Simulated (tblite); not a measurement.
Species: C₆H₁₂BNO.
Cartesian coordinates in Å at the GFN2-xTB level; atoms count from 1:
```
atom  x, y, z in Å
B1    -2.1539   -1.3939   -0.3847
O2    -1.0077   -0.5832    0.4791
C3     0.3290   -1.0239    0.2230
C4     1.2093    0.2273    0.2312
C5     2.4848    0.0690   -0.5812
C6     0.2365    1.2674   -0.3304
C7    -1.0793    0.8414    0.3276
C8    -1.2072    1.4448    1.6435
N9    -1.2751    1.9216    2.6791
H10   -1.9824   -1.0859   -1.5262
H11   -3.1763   -1.0045    0.0741
H12   -1.9216   -2.5319   -0.1524
H13    0.5940   -1.7518    0.9929
H14    0.3607   -1.5119   -0.7567
H15    1.4626    0.4946    1.2629
H16    3.0421    1.0024   -0.5934
H17    3.1157   -0.7027   -0.1473
H18    2.2553   -0.2104   -1.6071
H19    0.5103    2.2913   -0.0818
H20    0.1597    1.1679   -1.4142
H21   -1.9653    1.0894   -0.2658
```

Computed values, GFN2-xTB/tblite, gas phase, harmonic and unscaled. Against measured fundamentals such values can be off by several per cent, at times by over 20. Modes of hydrogen on boron can be 10 to 20 % off. One conformer, not necessarily the lowest.

Harmonic wavenumbers (cm⁻¹): 25.6, 90.5, 132.6, 185.0, 209.8, 220.5, 250.5, 305.2, 327.8, 417.2, 438.0, 466.0, 544.2, 610.7, 750.7, 842.7, 871.6, 885.1, 902.4, 920.6, 946.1, 967.8, 978.5, 1034.4, 1063.2, 1097.3, 1133.5, 1134.5, 1150.1, 1163.8, 1196.1, 1222.9, 1241.3, 1247.8, 1257.1, 1269.7, 1284.7, 1312.1, 1343.0, 1416.0, 1467.3, 1478.8, 1492.7, 1495.8, 2409.0, 2419.8, 2505.4, 2523.2, 2937.4, 2940.0, 2948.9, 2983.1, 2997.7, 3025.7, 3038.2, 3045.3, 3050.2.

A = 2061, B = 1448, C = 1006 MHz; mass 125.101 u (most abundant isotopes); point group C1, symmetry number 1.

Q: What is the zero-point energy?

A: Half the sum of the wavenumbers: 37808 cm⁻¹ = 108.10 kcal/mol.

Q: Give the ideal-gas entropy at 273.15 K and 1 bar in the rigid-rotor, harmonic-oscillator model (classical rotation).

A: Translation 39.98, rotation 28.80, vibration 26.34: S = 95.1 cal/(mol K).

Q: And Cp and H(273.15 K) − H(0)?

A: Cp = 36.28 cal/(mol K), of which vibrations give 28.33 (their classical limit is 57 R = 113.3); H(273.15 K) − H(0) = 5.98 kcal/mol without the zero-point energy, 3.81 from vibrations.

Q: Blend soft modes into free rotors: weight 1/[1 + (100 cm⁻¹/ν̃)⁴] for the oscillator and the rest for a rotor with moment μB/(μ + B), μ = h/(8π²ν), B = 10⁻⁴⁴ kg m². What vibrational entropy results?

A: 24.11 cal/(mol K) in place of 26.34, which changes −T·S at 273.15 K by +0.61 kcal/mol.

Q: What must be added to the electronic energy to get the Gibbs energy at 273.15 K and 1 bar?

A: ZPE + [H(273.15 K) − H(0)] − T·S = 108.10 + 5.98 − 25.98 = 88.10 kcal/mol.

Q: How do the functions run with temperature in this model?

A: 
```csv
T (K),S (cal/(mol K)),Cp (cal/(mol K)),H − H(0) (kcal/mol),G − H(0) (kcal/mol),ln q(vib)
50,58.8,12.4,0.50,-2.44,0.76
100,69.2,18.3,1.27,-5.66,1.88
298.15,98.4,39.1,6.92,-22.42,6.89
373.15,108.1,47.6,10.17,-30.17,8.83
500,123.9,60.4,17.05,-44.89,12.15
750,152.1,78.5,34.58,-79.47,18.67
1000,176.4,90.3,55.79,-120.61,24.89
```

q(vib) and H(0) count from the zero-point level.

Hindered rotation and anharmonicity are outside this model. Other conformers, if any are populated, would add a mixing term that is left out. The structure is chiral; the term R ln 2 for an equal mix with its mirror image is left out.
